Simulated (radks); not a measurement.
Problem. Species: Ru III. Configuration: [Kr] 4d6 (the NIST ground configuration). All-electron calculation, Dirac Kohn-Sham, PBEsol, spin-unpolarised, spherical densities, finite nucleus; open shells fill j = l - 1/2 first; Fermi nuclear charge, rms radius 4.4809 fm. Program: a radial shooting solver on a logarithmic mesh with Libxc functionals. Some entries of the table are withheld. Estimate them.

orbital  occ.  eigenvalue (eV)  r(max) (bohr)
1s1/2       2        -21932.35        0.02172
2s1/2       2        -3170.219         0.1231
2p1/2       2        -2931.421        0.09549
2p3/2       4        -2800.619        0.09949
3s1/2       2        -574.6527         0.3620
3p1/2       2        -482.0095            (1)
3p3/2       4        -459.8100            (2)
3d3/2       4        -295.6623         0.2993
3d5/2       6        -291.3353         0.3021
4s1/2       2         -96.2734         0.9136
4p1/2       2         -68.5931            (3)
4p3/2       4         -65.1612            (4)
4d3/2       4         -24.2834          1.188
4d5/2       2         -23.9100          1.199
5s1/2       0         -18.9588          2.417
5p1/2       0         -13.5383            (5)
5p3/2       0         -13.1815            (6)

Solution. 
(1) 3p1/2 r(max) (bohr): 0.3487
(2) 3p3/2 r(max) (bohr): 0.3582
(3) 4p1/2 r(max) (bohr): 0.9645
(4) 4p3/2 r(max) (bohr): 0.9893
(5) 5p1/2 r(max) (bohr): 2.849
(6) 5p3/2 r(max) (bohr): 2.923
